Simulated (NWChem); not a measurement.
System: GeNH$_{2}$I, singlet; SMILES [NH2][Ge][I]

The following NWChem deck was run.

```
start job
memory heap 200 mb stack 900 mb global 1100 mb
geometry units angstroms noautoz
  Ge     0.424510     1.391586     0.000000
  I     -0.012296    -1.188520     0.000000
  N     -1.336697     1.904762     0.000000
  H     -2.144857     1.273674     0.000000
  H     -1.606725     2.893922     0.000000
end
basis spherical
  * library def2-svp
end
ecp
  I library def2-ecp
end
dft
  xc m06-2x
  grid coarse
  iterations 150
  mulliken
end
task dft gradient
```

Parts of the log:

```
             Northwest Computational Chemistry Package (NWChem) 7.3.0
             --------------------------------------------------------

 CS  symmetry detected

                             Geometry "geometry" -> ""
                             -------------------------

 Output coordinates in angstroms (scale by  1.889725989 to convert to a.u.)

  No.       Tag          Charge          X              Y              Z
 ---- ---------------- ---------- -------------- -------------- --------------
    1 Ge                  32.0000     0.41383901     1.40555105     0.00000000
    2 I                   53.0000     0.00010265    -1.17835465     0.00000000
    3 N                    7.0000    -1.35188272     1.90297089     0.00000000
    4 H                    1.0000    -2.15437194     1.26468750     0.00000000
    5 H                    1.0000    -1.63073769     2.88967882     0.00000000

 Effective nuclear repulsion energy (a.u.)     501.7603269561

      Symmetry information
      --------------------

 Group name             Cs
 Group number              2
 Group order               2
 No. of unique centers     5

                                 NWChem DFT Module
                                 -----------------

 Summary of "ao basis" -> "ao basis" (spherical)
 ------------------------------------------------------------------------------
       Tag                 Description            Shells   Functions and Types
 ---------------- ------------------------------  ------  ---------------------
 Ge                         def2-svp                12       32   5s4p3d
 I                          def2-svp                10       26   4s4p2d
 N                          def2-svp                 6       14   3s2p1d
 H                          def2-svp                 3        5   2s1p

      Symmetry analysis of basis
      --------------------------

        a'         58
        a"         24

            General Information
            -------------------
          SCF calculation type: DFT
          Wavefunction type:  closed shell.
          No. of atoms     :     5
          No. of electrons :    66
           Alpha electrons :    33
            Beta electrons :    33
          Charge           :     0
          Spin multiplicity:     1
          Use of symmetry is: on ; symmetry adaption is: on
          Maximum number of iterations: 150
          AO basis - number of functions:    82
                     number of shells:    34
          Convergence on energy requested:  1.00D-06
          Convergence on density requested:  1.00D-05
          Convergence on gradient requested:  5.00D-04

              XC Information
              --------------
                       M06-2X Method XC Functional
                     Hartree-Fock (Exact) Exchange  0.540
                        M06-2X Exchange Functional  1.000
                      M06-2X Correlation Potential  1.000

             Grid Information
             ----------------
          Grid used for XC integration:  coarse
          Radial quadrature: Mura-Knowles
          Angular quadrature: Lebedev.
          Tag              B.-S. Rad. Rad. Pts. Rad. Cut. Ang. Pts.
          ---              ---------- --------- --------- ---------
          Ge                  1.25       95           8.0       302
          I                   1.40      104          11.0       302
          N                   0.65       35          10.0       302
          H                   0.35       35          11.0       302
          Grid pruning is: on
          Number of quadrature shells:   304
          Spatial weights used:  Erf1

      Superposition of Atomic Density Guess
      -------------------------------------

 Sum of atomic energies:       -2477.41334985

      Non-variational initial energy
      ------------------------------

 Total energy =   -2427.521957
 1-e energy   =   -4049.373844
 2-e energy   =    1340.035455
 HOMO         =      -0.271248
 LUMO         =      -0.031272

      Symmetry analysis of molecular orbitals - initial
      -------------------------------------------------

  Numbering of irreducible representations:

     1 a'          2 a"

  Orbital symmetries:

     1 a'          2 a'          3 a'          4 a'          5 a"
     6 a'          7 a'          8 a'          9 a'         10 a'
    11 a"         12 a'         13 a'         14 a"         15 a'
    16 a'         17 a"         18 a'         19 a"         20 a'
    21 a'         22 a"         23 a'         24 a"         25 a'
    26 a'         27 a'         28 a'         29 a'         30 a"
    31 a'         32 a"         33 a'         34 a"         35 a'
    36 a'         37 a'         38 a'         39 a'         40 a'
    41 a'         42 a'         43 a"

     ---------------------------------------------
      Total Density - Mulliken Population Analysis
     ---------------------------------------------

    Atom       Charge   Shell Charges
 -----------   ------   -------------------------------------------------------
    1 Ge  32    31.13   2.00  2.00  2.00  1.34  0.56  6.00  5.98  0.61  0.56  8.15  1.80  0.15
    2 I   25    25.52   1.83  0.22  1.24  0.68  2.92  3.14  2.70  2.79  9.83  0.19
    3 N    7     7.83   1.99  1.04  0.48  2.55  1.76  0.01
    4 H    1     0.76   0.59  0.13  0.04
    5 H    1     0.76   0.58  0.13  0.04

[...]

                         DFT ENERGY GRADIENTS

    atom               coordinates                        gradient
                 x          y          z           x          y          z
   1 Ge      0.782042   2.656106   0.000000    0.012808  -0.001785   0.000000
   2 I       0.000194  -2.226767   0.000000    0.000076  -0.002207   0.000000
   3 N      -2.554688   3.596094   0.000000   -0.004148   0.000990   0.000000
   4 H      -4.071173   2.389913   0.000000   -0.006532  -0.004621   0.000000
   5 H      -3.081647   5.460701   0.000000   -0.002205   0.007624   0.000000
```

Level: M06-2X/def2-SVP with def2 effective core potentials on I. Low-valent species are run as closed-shell singlets; no triplet was tried in these runs. All runs use the structure optimised with PBE-D3(BJ)/def2-SVP. def2 effective core potentials on I; no spin-orbit coupling.
